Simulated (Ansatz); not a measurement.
```yaml
crystal:
  periodic: [false, false, false]
  atoms:
    - {symbol: C, position_ang: [0.280958, 0.969647, -0.973458]}
    - {symbol: C, position_ang: [-0.342424, -0.276765, -0.353050]}
    - {symbol: C, position_ang: [0.069986, -1.510380, -1.151283]}
    - {symbol: C, position_ang: [-1.862627, -0.142523, -0.344671]}
    - {symbol: N, position_ang: [0.152658, -0.386643, 1.019941]}
    - {symbol: Hf, position_ang: [1.423321, 0.845728, 1.982457]}
    - {symbol: F, position_ang: [1.631843, 0.112841, 3.729418]}
    - {symbol: F, position_ang: [0.692885, 2.615915, 2.053095]}
    - {symbol: F, position_ang: [3.098038, 0.916920, 1.053860]}
    - {symbol: H, position_ang: [-0.055102, 1.101998, -2.003199]}
    - {symbol: H, position_ang: [-0.008029, 1.872355, -0.423517]}
    - {symbol: H, position_ang: [1.373842, 0.894095, -1.000114]}
    - {symbol: H, position_ang: [-0.286599, -1.448779, -2.182767]}
    - {symbol: H, position_ang: [1.157282, -1.611274, -1.164873]}
    - {symbol: H, position_ang: [-0.350432, -2.415763, -0.704718]}
    - {symbol: H, position_ang: [-2.165438, 0.740985, 0.221275]}
    - {symbol: H, position_ang: [-2.323346, -1.018820, 0.119761]}
    - {symbol: H, position_ang: [-2.255675, -0.056196, -1.361017]}
    - {symbol: H, position_ang: [-0.231152, -1.203349, 1.482870]}
basis:
  gaussian: {orbitals: def2-SVPD, final_grid: {core_spheres: 8, valence_spheres: 7, degree: 23}}
hamiltonian: {xc: {name: wB97M-V}}
scf: {lower_state_search: light}
scf: {max_iter: 3}
```

```sh
$ ansatz run in.yaml --threads 4 --pin off --events-out ev --progress --plain --max-ram 46080MiB --backend cuda --devices 0, --max-vram 37GiB
```

Q: How does Ansatz answer? (An estimate is asked.)

A: The calculation gave: The input was rejected before any iteration.
```
Error: YAML parse error: error: line 27 column 1: duplicate mapping key: scf, set DuplicateKeyPolicy in Options if acceptable
25 | hamiltonian: {xc: {name: wB97M-V}}
26 | scf: {lower_state_search: light}
27 | scf: {max_iter: 3}
```
